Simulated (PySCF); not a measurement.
C4H13NSi, SMILES N([C@H](C)[SiH3])CC. Atoms are numbered in the order given.

```xyz
19

C     -2.8338    -0.2452     0.7191
C     -1.3604    -0.5958     0.5507
N     -0.7935     0.1026    -0.5938
C      0.6531    -0.0049    -0.8011
C      1.2224    -1.4338    -0.8408
Si     1.5708     1.1533     0.4115
H     -3.2658    -0.7530     1.5956
H     -2.9605     0.8415     0.8393
H     -3.4170    -0.5553    -0.1649
H     -0.8050    -0.2881     1.4527
H     -1.2517    -1.7011     0.4931
H     -1.2880    -0.1793    -1.4406
H      0.8529     0.4627    -1.7830
H      2.2855    -1.4296    -1.1299
H      1.1480    -1.9368     0.1367
H      0.6760    -2.0521    -1.5746
H      1.3561     0.7587     1.8357
H      3.0404     1.0888     0.1426
H      1.1054     2.5566     0.2252
```
Charge 0, spin multiplicity 1.

Geometry optimised at B3LYP-D3(BJ)/def2-SVP. The structure was generated by enumeration; whether it is a known compound was not checked. The values are those of a single conformer.

Two levels are set side by side: PBE/pcSseg-1 (PySCF) and B3LYP/pcSseg-1 (PySCF). GIAO shifts against NH3 (¹⁵N), TMS (²⁹Si), TMS (¹H), TMS (¹³C) at the same level; non-relativistic, no solvent, atoms listed together averaged. Differences are taken from unrounded values.

| quantity | B3LYP |
|---|---|
| δ(¹³C) of C1 (ppm) | 21.3 |
| δ(¹³C) of C2 (ppm) | 43.7 |
| δ(¹⁵N) of N3 (ppm) | 71.5 |
| δ(¹³C) of C4 (ppm) | 45.3 |
| δ(¹³C) of C5 (ppm) | 22.2 |
| δ(²⁹Si) of Si6 (ppm) | -68.2 |
| δ(¹H) of H12 (ppm) | 0.41 |
| δ(¹H) of H13 (ppm) | 3.03 |

What does PBE give, and how far is it from B3LYP? (The exact figures need the calculation; the answer reports its results.)


| quantity | PBE | PBE minus B3LYP |
|---|---|---|
| δ(¹³C) of C1 (ppm) | 20.8 | -0.5 |
| δ(¹³C) of C2 (ppm) | 44.3 | 0.5 |
| δ(¹⁵N) of N3 (ppm) | 75.9 | 4.4 |
| δ(¹³C) of C4 (ppm) | 46.9 | 1.6 |
| δ(¹³C) of C5 (ppm) | 22.2 | 0.0 |
| δ(²⁹Si) of Si6 (ppm) | -72.4 | -4.2 |
| δ(¹H) of H12 (ppm) | 0.46 | 0.05 |
| δ(¹H) of H13 (ppm) | 3.35 | 0.31 |

Rough cost on one machine, each run with all the roots and properties that it gave: B3LYP against PBE within a factor of 2.
